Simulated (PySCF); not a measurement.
TaOCl3, SMILES [Ta]([Cl])([Cl])([Cl])=[O], multiplicity 1.

The structure is a stationary point at r2SCAN-D4/def2-SVP. The spin state was assumed, not searched. The isomer is the one that the SMILES or the coordinates give; other isomers of the formula were not compared. The def2 effective core potentials stand for the cores of Ta; spin–orbit coupling is left out.

Method: ωB97X/def2-TZVP in PySCF.

* **total energy**: -1513.18930 hartree
* **point group**: C3v
* **highest occupied level**: -12.19 eV
* **lowest empty level**: -0.84 eV
* **orbital gap**: 11.35 eV
* **dipole moment**: 1.66 D
* **quadrupole, principal values (traceless, Buckingham form, about the centre of nuclear charge)**: -3.90, 1.95, 1.95 D·Å
* **mean static polarisability**: 74.4 bohr³ (11.02 Å³)
* **polarisability, principal values**: 65.3, 78.9, 78.9 bohr³
